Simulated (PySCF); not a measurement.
ClH2O2Sb, SMILES [OH][Sb]([OH])[Cl]. Geometry optimised at B3LYP-D3(BJ)/def2-SVP. The def2 effective core potentials stand for the cores of Sb; spin–orbit coupling is left out. The values are those of a single conformer.

### Question
Give the equilibrium geometry at B3LYP-D3(BJ)/def2-SVP (PySCF confirms it by a frequency run) as a Z-matrix. (An estimate is asked for; the answer gives what the named calculation found.)

### Answer
Several could match; the one computed here: 
```
Sb
O 1 1.9810
H 2 0.9704 1 113.19
O 1 1.9871 2 98.72 3 -37.57
H 4 0.9706 1 111.06 2 89.03
Cl 1 2.4170 2 98.42 3 56.90
```
